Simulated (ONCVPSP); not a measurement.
# Mg (Z = 12): one change to an ONCV potential, before and after

magnesium, optimised norm-conserving Vanderbilt (ONCV), made with ONCVPSP 4.0.1 (LDA (Perdew-Zunger), scalar-relativistic). Core [He], reference 2s2 2p6 3s2. Waves: 2s+3s: rc 1.20 bohr, ncon 4, nbas 7, qcut 7.5 1/bohr, 2 projectors; 2p: rc 0.65 bohr, ncon 3, nbas 7, qcut 19.1 1/bohr, 2 projectors, debl 2.5 Ha. Local part: polynomial inside 0.60 bohr (lpopt 5, dvloc0 0 Ha). Core correction: polynomial model core, fcfact 0.25.

Change: p: qcut 29.4.

Cutoffs: the cutoffs (Ha) at which the residual kinetic energy of the hardest occupied pseudo-wave falls to 1 and 0.1 mHa per electron; they do not see the model core or the augmentation charge, which bear on the density cutoff. Errors are all-electron minus pseudo energies relative to the spin-unpolarised reference configuration.

Q: What does the change do?

A: The potential gets harder (138 Ha and 159 Ha → 199 Ha and 244 Ha); of the 4 tests that both files solve, the error grows in 0 and shrinks in 1 by more than 15 % and 0.3 meV (median size 0.4 → 0.4 meV); neither file shows a bound ghost. The waves are optimised to have the least kinetic energy above qcut, so the cutoff follows it (qcut²/2 in Ha).

| quantity | base | changed |
| --- | --- | --- |
| cutoff, loose | 138 Ha | 199 Ha |
| cutoff, tight | 159 Ha | 244 Ha |
| loose cutoff by channel | s 21 Ha, p 138 Ha | s 21 Ha, p 199 Ha |
| bound ghosts | none | none |
| GHOST(+) flags under 300 eV | none | none |
| error for 2s2 2p6 3s1, meV [ΔE 8.07 eV] | -0.1 | -0.1 |
| error for 2s2 2p6 3s0, meV [ΔE 23.12 eV] | -0.7 | -0.6 |
| error for 2s2 2p6 3s1.5, meV [ΔE 3.19 eV] | 0.0 | 0.0 |
| error for 2s2 2p5 3s2, meV [ΔE 58.65 eV] | +48 | +38 |
| s: phases at 1.22 bohr within 0.05 rad from the reference energy up to (Ha; the scan ends near 5) | to the end of the scan | to the end of the scan |
| p: phases at 0.66 bohr within 0.05 rad from the reference energy up to (Ha; the scan ends near 5) | to the end of the scan | to the end of the scan |
| rms error of d²Exc/dni dnj with the model core, mHa | 1.50 | 1.45 |
